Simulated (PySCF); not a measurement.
A calculated (wB97M-V, PySCF 2.14, aug-cc-pwCVTZ, no relativity, point nucleus) atom or ion has these occupied shells.

```csv
shell,electrons,orbital energy (eV),"rms radius, mean of both spins (bohr)"
1s β,1,-6975.9,0.0684
1s α,1,-6975.9,0.0684
2s α,1,-817.41,0.292
2s β,1,-816.25,0.292
2p α,3,-702.26,0.262
2p β,3,-701.37,0.262
3s α,1,-93.205,0.887
3s β,1,-90.786,0.887
3p α,3,-59.446,0.953
3p β,3,-56.771,0.953
3d α,5,-6.093,1.76
3d β,3,-4.576,1.76
```

Problem. Name the element and its charge.

Solution. Fe (iron, neutral), in [Ar] 3d8, high-spin 3F determinant (an excited configuration).
